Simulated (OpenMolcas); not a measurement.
# Ti2+: input and output

Input:

```
&GATEWAY
Coord
1

Ti 0.0 0.0 0.0
Basis=ANO-RCC-VQZP
Group=XYZ
NoMove
AngMom=0.0 0.0 0.0
AMFI
RX2C
&SEWARD
&RASSCF
FileOrb=start.orb
Symmetry=1
Spin=3
nActEl=2 0 0
Inactive=3 6
Ras2=5 0
CIRoot=10 10 1
SDav=10
CIMx=300
Iter=120 100
PrWF=0.3
OrbListing=Nothing
MaxOrb=0
Atom
>>> COPY $Project.JobIph JOBPRE
&RASSCF
FileOrb=start.orb
Symmetry=1
Spin=3
nActEl=2 0 0
Inactive=3 6
Ras2=10 0
CIRoot=10 10 1
SDav=45
CIMx=300
Iter=120 100
PrWF=0.3
OrbListing=Nothing
MaxOrb=0
Atom
>>> COPY $Project.JobIph JOB001
&RASSCF
FileOrb=start.orb
Symmetry=1
Spin=1
nActEl=2 0 0
Inactive=3 6
Ras2=10 0
CIRoot=14 14 1
SDav=55
CIMx=300
Iter=120 100
PrWF=0.3
OrbListing=Nothing
MaxOrb=0
Atom
>>> COPY $Project.JobIph JOB002
&RASSI
NrOfJobIphs=2 10 14
1 2 3 4 5 6 7 8 9 10
1 2 3 4 5 6 7 8 9 10 11 12 13 14
IphNames
JOB001
JOB002
EJob
SpinOrbit
DIPRint=1.0
SOCoupling=1000.0
Subsets=2
MEES
Property=10
'ANGMOM' 1 'ANGMOM' 2 'ANGMOM' 3 'MLTPL  1' 1 'MLTPL  1' 2 'MLTPL  1' 3
'AMFI' 1 'AMFI' 2 'AMFI' 3 'MLTPL  2' 6
SOProperty=3
'ANGMOM' 1 'ANGMOM' 2 'ANGMOM' 3
```

Launched by
```bash
OMP_NUM_THREADS=1 MOLCAS_MEM=2252 MOLCAS_PROJECT=a pymolcas a.inp > a.log  # once for each step of the input, in one work folder
```

A driver script runs the steps one by one and writes start.orb anew before each from the orbitals found so far.

Output, cut to the results:

```
--- SEWARD ---
Basis set label: TI.ANO-RCC...7S6P4D3F2G1H.

      Electronic valence basis set:
      ------------------
      Associated Effective Charge  22.000000 au
      Associated Actual Charge     22.000000 au
      Nuclear Model: Point charge

      Shell  nPrim  nBasis  Cartesian Spherical Contaminant
         s      21       7        X
         p      15       6        X
         d      10       4                 X
         f       6       3                 X
         g       4       2                 X
         h       2       1                 X
RX2C
                  Relativistic X2C integrals
                  Atomic mean-field integrals
--- RASSCF ---
Wave function specifications:
      -----------------------------

      Number of closed shell electrons          18
      Number of electrons in active shells       2
      Max number of holes in RAS1 space          0
      Max nr of electrons in RAS3 space          0
      Number of inactive orbitals                9
      Number of active orbitals                 10
      Number of secondary orbitals              76
      Spin quantum number                      1.0
      State symmetry                             1
Orbital specifications:
      -----------------------

      Symmetry species                           1   2
                                                ag  au
      Frozen orbitals                            0   0
      Inactive orbitals                          3   6
      Active orbitals                           10   0
      RAS1 orbitals                              0   0
      RAS2 orbitals                             10   0
      RAS3 orbitals                              0   0
      Secondary orbitals                        32  44
      Deleted orbitals                           0   0
      Number of basis functions                 45  50
      Number of CSFs                            45
      Number of root(s) required                10
      Iter CI   SX   CI       RASSCF       Energy    max ROT     max BLB   max BLB  Level Ln srch  Step   QN
          iter iter root      energy       change     param      element    value   shift minimum  type update
 Nr of preliminary CI iterations:   1
        1   1    9    0  -852.04668119    0.00E+00   2.93E-01*   6  10 2 -2.07E-03*  0.00   0.00    SX    NO
        2   1    8    0  -852.04795312   -1.27E-03* -6.05E-02    6  10 2  1.61E-03*  0.00   0.00    SX    NO
        3   1    8    0  -852.04805825   -1.05E-04*  2.30E-02    6  10 2 -8.51E-04*  0.00   0.00    SX    NO
        4   1    7    0  -852.04807230   -1.40E-05*  9.26E-03    6  10 2  4.65E-04*  0.00   0.00    SX    NO
        5   1    6    0  -852.04807476   -2.47E-06* -4.21E-03    6  20 1  7.29E-05   0.00   1.46    LS   YES
        6   1    5    0  -852.04807520   -4.37E-07* -2.21E-03    1  10 2  1.29E-04*  0.00   1.33    QN   YES
        7   1    5    0  -852.04807529   -8.51E-08* -1.82E-04    2  17 1 -1.36E-05   0.00   1.05    QN   YES
        8   1    5    0  -852.04807529   -5.66E-10  -3.48E-04    6  10 2  4.28E-05   0.00   0.91    QN   YES
      Convergence after  8 iterations
        9   1    5    0  -852.04807529    6.99E-10  -3.48E-04    1  10 2  2.90E-05   0.00   0.91    QN   YES
      Natural orbitals and occupation numbers for root  1
      sym 1:   0.923588   0.075104  -0.000000   0.075104   0.923588  -0.000000   0.001209   0.001209   0.000098   0.000098
      Natural orbitals and occupation numbers for root  2
      sym 1:   0.193084   0.193084   0.805608   0.805608  -0.000000  -0.000000   0.000253   0.000253   0.001055   0.001055
      Natural orbitals and occupation numbers for root  3
      sym 1:  -0.000000   0.842752   0.155940   0.842752   0.155940   0.001103   0.000204  -0.000000   0.001103   0.000204
::    RASSCF root number  1 Total energy:   -852.06574587
::    RASSCF root number  2 Total energy:   -852.06574587
::    RASSCF root number  3 Total energy:   -852.06574587
::    RASSCF root number  4 Total energy:   -852.06574587
::    RASSCF root number  5 Total energy:   -852.06574587
::    RASSCF root number  6 Total energy:   -852.06574587
::    RASSCF root number  7 Total energy:   -852.06574587
::    RASSCF root number  8 Total energy:   -852.00684393
::    RASSCF root number  9 Total energy:   -852.00684393
::    RASSCF root number 10 Total energy:   -852.00684393
--- RASSCF ---
Wave function specifications:
      -----------------------------

      Number of closed shell electrons          18
...
--- RASSI ---
SPIN-FREE ENERGIES:
  (Shifted by EMIN (a.u.) =       -852.0657458681)

 SF State       Relative EMIN(au)   Rel lowest level(eV)    D:o, cm**(-1)      L_eff

     1             0.0000000000        0.0000000000              0.0000         3.0
     2             0.0000000000        0.0000000000              0.0000         3.0
     3             0.0000000000        0.0000000000              0.0000         3.0
     4             0.0000000000        0.0000000000              0.0000         3.0
     5             0.0000000000        0.0000000000              0.0000         3.0
     6             0.0000000000        0.0000000000              0.0000         3.0
     7             0.0000000000        0.0000000000              0.0000         3.0
    11             0.0482828040        1.3138420284          10596.8506         2.0
    12             0.0482828040        1.3138420284          10596.8506         2.0
    13             0.0482828040        1.3138420284          10596.8506         2.0
    14             0.0482828040        1.3138420284          10596.8506         2.0
    15             0.0482828040        1.3138420284          10596.8506         2.0
    10             0.0589019379        1.6028033823          12927.4811         1.0
     8             0.0589019379        1.6028033823          12927.4811         1.0
     9             0.0589019379        1.6028033823          12927.4811         1.0
    16             0.0750401948        2.0419477252          16469.4191         4.0
    17             0.0750401948        2.0419477252          16469.4191         4.0
    18             0.0750401948        2.0419477252          16469.4191         4.0
    19             0.0750401948        2.0419477252          16469.4191         4.0
    20             0.0750401948        2.0419477252          16469.4191         4.0
    21             0.0750401948        2.0419477252          16469.4191         4.0
...
```

Levels above the lowest, from the spin-orbit matrix, grouped by J:

| Configuration | Term | J | E (cm⁻¹) | Measured (cm⁻¹) | g | Term weight % |
| --- | --- | --- | --- | --- | --- | --- |
| 3d² | ³F | 2 | 0.0 | 0.0 | 0.666 | 100 |
| 3d² | ³F | 3 | 197 | 185 | 1.084 | 100 |
| 3d² | ³F | 4 | 454 | 420 | 1.251 | 100 |
| 3d² | ¹D | 2 | 10848 | 8474 | 1.003 | 99 |
| 3d² | ³P | 0 | 13064 | 10538 |  | 100 |
| 3d² | ³P | 1 | 13126 | 10604 | 1.501 | 100 |
| 3d² | ³P | 2 | 13266 | 10721 | 1.498 | 99 |
| 3d² | ¹G | 4 | 16732 | 14398 | 1.000 | 100 |

Against the 7 measured excited levels shown (Corliss and Sugar, J. Phys. Chem. Ref. Data 8, 1 (1979)) the mean absolute deviation is 1800 cm-1; the largest miss in energy is 3d² ³P₂: computed 13266, measured 10721 cm⁻¹ (+23.7 %).

Without dynamic correlation excited terms often stand tens of per cent too high (terms of higher spin than the ground term too low), and those without a measured partner can miss by more than the paired ones. Active for correlation alone: 4d; no level in the range computed is led by a configuration that fills it, so any true level of that kind is missing. Measured partners are found by configuration, term and J. A level has none where our copy of the source lacks it or the pairing is in doubt (some pairs that miss far off the trend of their configuration count as doubtful), and it then counts in no deviation. Levels of configurations outside the active space are missing. The first state left out of the spin-orbit step lies near 40000 cm-1 above the lowest spin-free state of the reference (among the parities and spins computed), and the list stops at four fifths of that energy or lower.

The term weight is that of the spin-free term in the level, not the purity of its configuration.
